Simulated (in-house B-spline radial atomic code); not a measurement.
Binding energies in Cl²⁺

NIST's tabulated ground configuration is [Ne] 3s2 3p3; each binding energy is the energy of the ion with one electron taken from that subshell, relaxed, less that of the parent. Level of theory: Dirac-Kohn-Sham PBE0, spherical fractional occupations, Fermi nucleus of rms radius 3.3654 fm; calculated with an all-electron radial atomic-structure program (B-spline basis). Energies include first-order Breit, QED and recoil terms.

Caution: exact exchange at fractional occupations of open shells leaves self-interaction of up to several eV.

```tsv
subshell	X-ray name	binding energy (eV)	-ε (eV)	relaxation (eV)
1s	K	2891.4	2808.7	-85.1
2s	L1	307	290.7	-16.5
2p3/2	L3	246.4	226.6	-19.9
2p1/2	L2	246.4	228.4	-18.2
3s	M1	53.51	47.25	-6.27
3p	M2,3	38.14	31.83	-6.32
```

Relaxation = -ε minus the binding energy without Breit, QED and recoil terms. With a density functional, K lines can miss by some tenths of a per cent, more in light atoms. For a density functional the relaxation so defined is negative, because -ε of a Kohn-Sham level is smaller than the binding energy.

Emission lines follow as differences of binding energies, with λ = 12398.42 eV·Å / E:

```csv
line,holes,energy (eV),wavelength (Å)
K-L3,1s → 2p3/2,2645.0,4.6875
K-L2,1s → 2p1/2,2645.0,4.6875
L3-M1,2p3/2 → 3s,192.9,64.277
```

Task: What screening constant σ does Moseley's law, E = (3/4)·13.6057 eV·(Z - σ)², need for K-L3?

Result: σ = 0.90.

Task: What does it cost to remove both a 2p1/2 and a 3p electron?

Result: 302.82 eV, which is 18.3 eV more than the two single binding energies together.

Task: What does it cost to remove both a 1s and a 2p3/2 electron?

Result: 3199.5 eV, which is 61.68 eV more than the two single binding energies together.

Task: What does it cost to remove both a 2s and a 3s electron?

Result: 379.62 eV, which is 19.12 eV more than the two single binding energies together.
